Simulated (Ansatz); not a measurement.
The C4–H7 bond of C2H6Be (SMILES [BeH][CH2]C) is stretched (multiplicity 1, the rest rigid).
Geometry at rest (charge 0, multiplicity 1):
```xyz
9

Be    -1.445    -0.339     0.770
H     -2.689    -0.196     1.224
C      0.126    -0.523     0.198
C      0.701     0.658    -0.611
H      0.170    -1.435    -0.413
H      0.785    -0.731     1.052
H      0.725     1.577    -0.021
H      0.103     0.866    -1.501
H      1.723     0.465    -0.948
```

Correlated levels freeze the cores.

Codes used: Ansatz (Gaussian basis) for Hartree–Fock, density functionals and correlated methods. Values without a source in brackets are computed.

FIC-MRCISD+Q on CASSCF(2,2)/cc-pVDZ, total energies (hartree):

| R (Å) | CASSCF | MRCISD | weight c² of the reference |
|---|---|---|---|
| 1.093 | -93.867655 | -94.194322 | 0.89130 |
| 1.912 | -93.770634 | -94.088458 | 0.89099 |
| 3.496 | -93.711133 | -94.023853 | 0.89174 |

### Question
Add the Davidson correction (E_MRCISD − E_CASSCF)(1 − c²)/c² and give the energies above the first point at the three levels.

### Answer

Corrections (hartree): -0.039840, -0.038883, -0.037967. Above the first point (kcal/mol):
- R = 1.912 Å: CASSCF 60.9, MRCISD 66.4, with the correction 67.0
- R = 3.496 Å: CASSCF 98.2, MRCISD 107.0, with the correction 108.1

Ansatz is an electronic-structure program.
